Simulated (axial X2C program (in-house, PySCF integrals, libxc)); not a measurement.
InO⁺: nuclear properties from DFT to coupled cluster

Computed with an axial X2C code built on PySCF integrals: two-component X2C with atomic mean-field Coulomb and Gaunt terms, Gaussian nuclei, basis In dyall-acv3z, O dyall-av3z with contracted cores.

R = 2.136 Å (near the PBE0 minimum at charge 1 of the determinant lowest at the starting distance; the state shown can have its own minimum elsewhere); state Ω = 2 (⟨Sz⟩ = 1.00, ⟨Lz⟩ = 1.00 at PBE0).

```
level  Eeff magnitude (GV/cm)  Ws magnitude In (kHz)  A∥/gI In (MHz)  qzz In (a.u.)  A∥/gI O (MHz)
 PBE0                    14.5                   4.19             982          -1.91            227
   HF                    18.4                   5.37             270          -1.82            257
B3LYP                    13.4                   3.88             981          -1.75            234
```

Eeff is the effective electric field on the electron electric dipole moment in this Ω state and Ws the scalar–pseudoscalar constant of the nucleus named (defined with the proton number Z and per Ω); A∥ (defined per Ω) follows by multiplying with gI = μI/(I μN); qzz is the electric field gradient, eQq0 = 234.96 MHz × Q/barn × qzz. The operators were transformed with the bare-nucleus X2C matrices; with these basis sets, hyperfine constants and field gradients can be off by tens of per cent, and where levels differ in sign neither size nor sign is settled.

Finite-field MP2, CCSD and CCSD(T), with 18 electrons correlated in 130 natural virtual spinors (MP2 remainder added):

```
  level  Eeff magnitude (GV/cm)  Ws magnitude In (kHz)  A∥/gI In (MHz)  qzz In (a.u.)  A∥/gI O (MHz)
    MP2                    10.9                   3.19             686          -1.31            252
   CCSD                    14.2                   4.12             793          -1.83            239
CCSD(T)                    13.6                   3.96             858          -1.86            238
```

T1 = 0.022 (Lee–Taylor). One unrestricted determinant, the lowest of a limited PBE0 search, is the reference; the functionals treat spin collinearly. With several open shells it need not be a pure state. Correlation of the inner shells is missing, which matters for properties at the nucleus. Number of frozen shells: In 4 s, 3 p, 1 d; O 1 s.

Task: By how much does correlation change each value, CCSD(T) against HF?

Result: Eeff magnitude -26 %; Ws magnitude In -26 %; A∥/gI In 218 %; qzz In 2 %; A∥/gI O -7 %.
